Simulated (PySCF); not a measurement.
UHF on Sc (scandium, neutral)

Configuration: [Ar] 3d1 4s2, 2D determinant. All numbers are calculated (PySCF 2.14, the non-relativistic Hamiltonian (point nucleus), in def2-TZVP (6s4p4d1f, 45 functions)).

```
Total energy                                                  : -759.724439 hartree
One-electron energy                                           : -1040.1388 hartree
Hartree (Coulomb) energy                                      : 318.4637 hartree
Exchange energy                                               : -38.0493 hartree
Kinetic energy                                                : 759.71137 hartree
⟨S²⟩                                                          : 0.7619
⟨L²⟩                                                          : 6.050
Sum of ⟨r⟩                                                    : 21.47 bohr
Sum of ⟨r²⟩                                                   : 53.04 bohr²
Traceless quadrupole moment −½Σ⟨3z² − r²⟩ along its main axis : 0.197 e·bohr²
Density at the nucleus (Gaussians lack the cusp)              : 6010 bohr⁻³
Spin density at the nucleus                                   : 0.0678 bohr⁻³
Langevin diamagnetic susceptibility                           : -42.0 ×10⁻⁶ cm³/mol
Time after the integrals                                      : 0.35 s of wall time on 1 thread of Neoverse-N1 (shared host)
```

```json
{"shell": "1s β", "electrons": "1", "mean orbital energy (eV)": "-4514.3", "spread (eV)": "0", "rms radius, mean of both spins (bohr)": "0.0852"}
{"shell": "1s α", "electrons": "1", "mean orbital energy (eV)": "-4514.3", "spread (eV)": "0", "rms radius, mean of both spins (bohr)": "0.0852"}
{"shell": "2s α", "electrons": "1", "mean orbital energy (eV)": "-519.36", "spread (eV)": "0", "rms radius, mean of both spins (bohr)": "0.373"}
{"shell": "2s β", "electrons": "1", "mean orbital energy (eV)": "-519.01", "spread (eV)": "0", "rms radius, mean of both spins (bohr)": "0.373"}
{"shell": "2p α", "electrons": "3", "mean orbital energy (eV)": "-426.50", "spread (eV)": "0.080", "rms radius, mean of both spins (bohr)": "0.341"}
{"shell": "2p β", "electrons": "3", "mean orbital energy (eV)": "-426.16", "spread (eV)": "0.493", "rms radius, mean of both spins (bohr)": "0.341"}
{"shell": "3s α", "electrons": "1", "mean orbital energy (eV)": "-70.594", "spread (eV)": "0", "rms radius, mean of both spins (bohr)": "1.16"}
{"shell": "3s β", "electrons": "1", "mean orbital energy (eV)": "-69.123", "spread (eV)": "0", "rms radius, mean of both spins (bohr)": "1.16"}
{"shell": "3p α", "electrons": "3", "mean orbital energy (eV)": "-43.769", "spread (eV)": "0.961", "rms radius, mean of both spins (bohr)": "1.27"}
{"shell": "3p β", "electrons": "3", "mean orbital energy (eV)": "-41.918", "spread (eV)": "1.453", "rms radius, mean of both spins (bohr)": "1.27"}
{"shell": "3d α", "electrons": "1", "mean orbital energy (eV)": "-9.469", "spread (eV)": "0", "rms radius, mean of both spins (bohr)": "1.91"}
{"shell": "4s α", "electrons": "1", "mean orbital energy (eV)": "-5.886", "spread (eV)": "0", "rms radius, mean of both spins (bohr)": "4.24"}
{"shell": "4s β", "electrons": "1", "mean orbital energy (eV)": "-5.570", "spread (eV)": "0", "rms radius, mean of both spins (bohr)": "4.24"}
```
